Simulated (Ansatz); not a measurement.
Consider the ligand exchange at the Si–S bond: `O[SiH2]S[Si](O)(O)O` + `C=CS` → `C=CS[Si](O)(O)O` + `O[SiH2]S`.

Isolated molecules relaxed with PBE0-D4/def2-TZVP in Ansatz; ΔE leaves out vibrations. CCSD(T)/CBS is the MP2 limit (def2-TZVPP, def2-QZVPP) plus CCSD(T) − MP2 in def2-TZVPP, frozen cores. This one scheme is used for every species. Functionals use def2-TZVPP. B3LYP here is the variant with VWN-RPA as its local correlation; programs differ in this. Each species was taken in one conformer, which may not be the lowest.

```csv
level,ΔE (eV)
PBE-D4,0.15
PBE0-D4,0.16
ωB97X-V,0.16
ωB97M-V,0.17
B2PLYP,0.13
PBE,0.13
B3LYP,0.12
MP2/def2-QZVPP,0.14
```

(1) What does CCSD(T)/CBS give? (Estimate.)

Largest T1 diagnostic among the species: 0.012.

Results:

(1) The calculation gave: +0.14 eV. The listed levels differ from it by 0.01, 0.02, 0.02, 0.03, -0.01, -0.01, -0.02, 0.00 eV.

The D4 term adds +0.03 eV with B3LYP and +0.02 eV with PBE0; it sums over pairs of atoms, weighted by their polarisabilities, and B3LYP, whose exchange is more repulsive, gets the larger term. In def2-TZVPP, CCSD(T) changes the Hartree–Fock value by +0.04 eV (the triples alone add +0.01 eV) and MP2 by +0.04 eV.
